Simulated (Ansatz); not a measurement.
Mulliken charges of CH$_{5}$FGaNSi, SMILES `F[SiH]1[CH2][GaH][NH]1` from PBE/def2-TZVPP in Ansatz (PBE0-D4/def2-TZVP geometry).

| atom | x (Å) | y (Å) | z (Å) | charge (e) |
| --- | --- | --- | --- | --- |
| F1 | 0.442 | -0.140 | -2.352 | -0.291 |
| Si2 | -0.425 | 0.027 | -1.012 | 0.554 |
| C3 | 0.043 | -1.213 | 0.303 | -0.375 |
| Ga4 | 0.571 | 0.373 | 1.387 | 0.214 |
| N5 | 0.033 | 1.388 | -0.075 | -0.337 |
| H6 | -1.834 | 0.032 | -1.483 | -0.115 |
| H7 | -0.773 | -1.802 | 0.725 | 0.104 |
| H8 | 0.856 | -1.888 | 0.032 | 0.109 |
| H9 | 1.106 | 0.852 | 2.761 | 0.006 |
| H10 | -0.018 | 2.370 | -0.287 | 0.132 |

Task: By hand: the dipole of these point charges (1 e Å = 4.8032 D).

Result: Σ q r = (-0.041, 0.044, 0.560) e Å, of length 0.563 e Å = 2.70 D.

Task: How does the dipole of the full density compare? (An estimate is asked.)

Result: Computed: (-0.017, 0.111, 0.433) e Å, 2.15 D; the point charges give 1.26 times that, at 10° from its direction.

Point charges leave out the atoms' own dipoles, such as those of lone pairs, and Mulliken's split depends on the basis, so the two needn't agree.
